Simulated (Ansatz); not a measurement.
Ideal-gas functions of F4Se (`F[Se](F)(F)F`) at 500 K and 1 bar, from an Ansatz frequency run at PBE0-D4/def2-TZVP.

Molar mass 154.95 g/mol, point group C2v (symmetry number 2), electronic degeneracy 1, moments of inertia 95.077, 149.208, 182.663 u Å². Harmonic wavenumbers (cm⁻¹, unscaled): 168, 247, 367, 370, 406, 579, 637, 736, 757.

Use S(trans) = R[1.5 ln M + 2.5 ln T − 1.1517]; rotational temperatures θ = 24.2544 K / I; S(rot) = R[ln(√π/σ · √(T³/θAθBθC)) + 1.5]; for each mode x = 1.438777 ν̃/T, S = R[x/(eˣ − 1) − ln(1 − e⁻ˣ)] and H = RT x/(eˣ − 1); 1 cm⁻¹ = 0.0119627 kJ/mol; R = 8.31446 J/(mol·K).

Task: By hand: the entropy, in J/(mol·K).

Result: Translation 182.5. Rotation: θ = 0.2551, 0.1626, 0.1328 K, giving 110.6. Vibration, mode by mode: 14.44, 11.33, 8.24, 8.18, 7.48, 4.97, 4.35, 3.47, 3.31, in all 65.8. Electronic 0.0. Sum 358.9 J/(mol·K).

Task: By hand: H − E and G − E in kJ/mol, counted from the electronic energy.

Result: Zero-point energy ½ × 4267 × 0.0119627 = 25.5; thermal vibration 18.4; translation, rotation and pV give 4 RT = 16.6. H − E = 60.5 kJ/mol, and G − E = 60.5 − 500 × 358.9/1000 = -118.9 kJ/mol.

Vibration gives 18 % of the entropy.
